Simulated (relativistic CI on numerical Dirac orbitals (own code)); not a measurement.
V3+: M2,3 absorption edge

Computed with this model: Dirac-Coulomb-Breit CI, separate exchange-only KLI orbitals for each configuration, model QED, multiplet model of core-to-valence dipole absorption, unscaled Slater integrals; configurations [Ar] 3d2 → [Ne] 3s2 3p5 3d3; 300 K; Lorentzian 0.8 eV and Gaussian 0.3 eV FWHM. Energies are those of the free ion, without screening or charge transfer. The branching ratio is the share of the lower-energy edge in the whole absorption, uncertain by about 0.02 where the edges overlap. S is read from ⟨S²⟩ = S(S + 1).

Field parameters in Wybourne normalisation: D3d B²₀ = −7Dσ, B⁴₀ = −14Dq − 21Dτ, B⁴₃ = −14√(10/7) Dq; D4h B²₀ = −7Ds, B⁴₀ = 21(Dq − Dt), B⁴₄ = 21√(5/14) Dq; Oh B⁴₀ = 21Dq, B⁴₄ = √(5/14) B⁴₀; Td as Oh with Dq negative (B⁴₀ = 21Dq, B⁴₄ = √(5/14) B⁴₀). The field is a parameter set, without covalency.

free ion: ground-state S = 1.00, centroid 53.21 eV. Peaks (eV, height): 43.9 (10), 48.1 (61), 52.2 (16), 54.7 (100), 58.2 (63).

D3d, 10Dq = 7350, Dσ = 840, Dτ = 250 cm⁻¹: ground-state S = 1.00, centroid 53.35 eV. Peaks (eV, height): 44.8 (9), 48.9 (65), 53.1 (19), 55.5 (100), 59.1 (46).

D4h, 10Dq = 25500, Ds = 1120, Dt = 630 cm⁻¹: ground-state S = 1.00, centroid 53.49 eV. Peaks (eV, height): 46.6 (10), 49.7 (60), 54.7 (31), 56.1 (100), 60.4 (25).

Td, 10Dq = -8350 cm⁻¹: ground-state S = 1.00, centroid 53.41 eV. Peaks (eV, height): 45.3 (8), 49.2 (61), 53.6 (15), 55.9 (100), 59.6 (33).

Oh, 10Dq = 29800 cm⁻¹: ground-state S = 1.00, centroid 53.58 eV. Peaks (eV, height): 44.2 (7), 48.2 (13), 50.5 (65), 52.5 (24), 56.7 (100), 58.3 (19), 61.3 (19), 62.4 (10).

D4h, 10Dq = 22300, Ds = 190, Dt = 910 cm⁻¹: ground-state S = 1.00, centroid 53.45 eV. Peaks (eV, height): 46.0 (10), 49.6 (69), 54.2 (26), 56.0 (100), 60.1 (32).

Strongest unbroadened transitions for D3d, 10Dq = 7350, Dσ = 840, Dτ = 250 cm⁻¹:

```tsv
Energy (eV)	Relative strength
48.73	83.1
48.76	86.6
48.89	33.5
48.97	42.3
55.33	31.8
55.34	58.4
55.38	91.3
55.39	49.7
55.45	66.9
55.46	93.7
55.48	100.0
55.50	52.9
55.61	55.8
55.62	43.5
59.00	44.8
59.03	31.0
59.19	79.8
59.20	33.5
```
